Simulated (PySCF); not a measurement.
Electron correlation in Fe+ (iron, charge +1)

[Ar] 3d6 4p1, one real determinant (an excited configuration). All numbers are calculated (PySCF 2.14, the spin-free X2C one-electron Hamiltonian (Gaussian nucleus), in x2c-TZVPPall (6s5p4d2f1g, 64 functions)). Frozen: [Ar]; 7 electrons correlated.

MP2 pair energies summed by pair of shells (mhartree):

| pair | energy | share (%) |
| --- | --- | --- |
| 3d-3d | -123.26 | 91.9 |
| 3d-4p | -10.91 | 8.1 |

Total MP2 correlation energy: -134.17 mhartree.

Same-spin part -79.99 and opposite-spin part -54.18 mhartree; SCS-MP2 scales them by 1/3 and 6/5 to -91.68 mhartree.

The basis was made for the ground configuration and has no added diffuse functions, which can raise the energy of the promoted electron.

The reference is one real determinant that mixes LS terms of this configuration.
